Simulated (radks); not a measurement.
Values are calculated unless marked as measured or tabulated.
Code: a radial shooting solver on a logarithmic mesh with Libxc functionals. Model: scalar-relativistic Kohn-Sham, LB94 model potential, spin-unpolarised, spherical densities, finite nucleus; Fermi nuclear charge, rms radius of each element as measured or else 0.836 A^(1/3) + 0.57 fm. Response by self-consistent Sternheimer equations with the Hartree and adiabatic LDA kernel, the relativistic mass of each level held fixed and spin-orbit coupling left out. Rank P4+, Ar7+, S5+, Mg+, Si3+, K8+, Cl6+, Al2+ (NIST ground configurations) by static dipole polarisability, largest first.

Answer. Mg+ 23.70, Al2+ 10.42, Si3+ 5.658, P4+ 3.458, S5+ 2.282, Cl6+ 1.589, Ar7+ 1.153, K8+ 0.8635 bohr^3.
